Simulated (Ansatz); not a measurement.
Cost and result for the atomization energy of CH$_{8}$OSSi$_{2}$, SMILES `CO[SiH2]S[SiH3]` (13 atoms, 12 bonds).

```xyz
13

C    -1.703   -1.193   -0.539
O    -0.322   -0.937   -0.411
Si    0.440   -0.770    1.032
S     2.270    0.242    0.691
Si    1.433    1.842   -0.463
H    -1.928   -2.247   -0.346
H    -1.999   -0.955   -1.561
H    -2.293   -0.576    0.149
H     0.786   -2.075    1.650
H    -0.452   -0.002    1.943
H     2.369    2.986   -0.337
H     0.102    2.215    0.083
H     1.297    1.470   -1.891
```

Total charge 0; spin multiplicity 1. The structure was optimised at the PBE0-D4/def2-TZVP level. It is one conformer, not always the lowest. Program: Ansatz. All runs use 2 threads of an AMD EPYC 7R13 on a shared host and a share of an NVIDIA H100 80 GB. Times are those of one run each, without the atoms' runs, and a repeat can differ threefold. Electronic energies, without spin–orbit coupling; frozen cores. CCSD(T)/CBS adds CCSD(T) − MP2 in def2-TZVPP to the MP2 limit, and its time is that of the two runs behind it. T1 = 0.011. B3LYP takes the VWN-RPA correlation (the form of Gaussian; ORCA's B3LYP/G).

CCSD(T)/CBS is a level of theory with its own doubt, some kJ/mol a heavy atom from the limit and from the frozen cores, so smaller differences don't rank the functionals.

```json
{"level": "PBE0-D4/def2-TZVPP", "functions": "300", "wall time": "2.9 s"}
{"level": "PBE-D4/def2-TZVPP (with forces)", "functions": "300", "wall time": "3.8 s"}
{"level": "ωB97M-V/def2-TZVPP (with forces)", "functions": "300", "wall time": "4.3 s"}
{"level": "r2SCAN-D4/def2-TZVPP (with forces)", "functions": "300", "wall time": "4.7 s"}
{"level": "B3LYP-D4/def2-TZVPP (with forces)", "functions": "300", "wall time": "5 s"}
{"level": "B2PLYP/def2-TZVPP", "functions": "300", "wall time": "5.5 s"}
{"level": "ωB97X-V/def2-TZVPP", "functions": "300", "wall time": "7.5 s"}
{"level": "MP2/def2-QZVPP", "functions": "564", "wall time": "7.5 s"}
{"level": "CCSD(T)/def2-TZVPP", "functions": "300", "wall time": "9.5 s"}
{"level": "CCSD(T)/CBS(def2)", "functions": "–", "wall time": "17 s"}
```

Q: What atomization energy does each give, and how far from CCSD(T)/CBS? (An estimate is asked.)

A: Ansatz gave: 
```csv
level,atomization (kJ/mol),difference from CCSD(T)/CBS,per bond
PBE0-D4/def2-TZVPP,4374.2,-45.0,-3.8
PBE-D4/def2-TZVPP (with forces),4415.7,-3.5,-0.3
ωB97M-V/def2-TZVPP (with forces),4425.4,6.2,0.5
r2SCAN-D4/def2-TZVPP (with forces),4413.7,-5.5,-0.5
B3LYP-D4/def2-TZVPP (with forces),4397.7,-21.5,-1.8
B2PLYP/def2-TZVPP,4344.1,-75.1,-6.3
ωB97X-V/def2-TZVPP,4439.0,19.8,1.7
MP2/def2-QZVPP,4402.1,-17.1,-1.4
CCSD(T)/def2-TZVPP,4296.1,-123.1,-10.3
CCSD(T)/CBS(def2),4419.2,0.0,0.0
```

In def2-TZVPP, CCSD(T) changes the Hartree–Fock value by +1023.4 kJ/mol (the triples alone add +54.2 kJ/mol) and MP2 by +1056.1 kJ/mol; breaking electron pairs costs correlation energy, which Hartree–Fock lacks. From PBE to PBE0 (25 % exact exchange), in def2-TZVPP and without D4, the atomization energy moves by −36.8 kJ/mol: exact exchange takes away binding that semilocal exchange gives to molecules. The D4 term adds +53.1 kJ/mol with B3LYP and +28.1 kJ/mol with PBE0; it sums over pairs of atoms, weighted by their polarisabilities, and B3LYP, whose exchange is more repulsive, gets the larger term.
